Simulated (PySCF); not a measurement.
# Electronic structure of Ar²⁺ (argon, charge +2) at the UHF level

Configuration: [Ne] 3s2 3p4, high-spin 3P determinant. Calculation: PySCF 2.14, in aug-cc-pCVTZ-DK with one added diffuse shell each of s, p, d, f type (9s8p6d4f, 91 functions); the spin-free X2C one-electron Hamiltonian (Gaussian nucleus).

* Total energy: -527.119071 hartree
* One-electron energy: -712.0565 hartree
* Hartree (Coulomb) energy: 214.5764 hartree
* Exchange energy: -29.6390 hartree
* ⟨S²⟩: 2.0097
* ⟨L²⟩: 2.033
* Sum of ⟨r⟩: 11.80 bohr
* Sum of ⟨r²⟩: 15.66 bohr²
* Traceless quadrupole moment −½Σ⟨3z² − r²⟩ along its main axis: -1.01 e·bohr²
* Langevin diamagnetic susceptibility: -12.4 ×10⁻⁶ cm³/mol

```tsv
shell	electrons	mean orbital energy (hartree)	spread (hartree)	rms radius, mean of both spins (bohr)
1s α	1	-120.23422	0	0.0991
1s β	1	-120.20015	0	0.0991
2s α	1	-13.52566	0	0.446
2s β	1	-13.49490	0	0.446
2p α	3	-10.70088	0.03383	0.416
2p β	3	-10.64333	0.02814	0.416
3s α	1	-2.34883	0	1.43
3s β	1	-2.05680	0	1.43
3p α	3	-1.60088	0.09446	1.59
3p β	1	-1.48575	0	1.59
```

Densities and radii are taken from the X2C orbitals without a picture-change correction, which distorts them close to the nucleus.

Spin-orbit constants ζ (cm⁻¹) from the X2C one-electron operator on these orbitals: bare nucleus, nucleus screened by l(l+1)(2l+1)/3 electrons, and screened by the Breit-Pauli mean field of the electrons.

| shell | bare | screened nucleus | mean field |
| --- | --- | --- | --- |
| 2p | 13130 | 11670 | 11010 |
| 3p | 1221 | 1086 | 1013 |

To first order the Landé constant is A = -506.6 cm⁻¹, so the lowest level has J = 2 and lies 0.0628 eV below the centre of the term. This holds in LS coupling only.
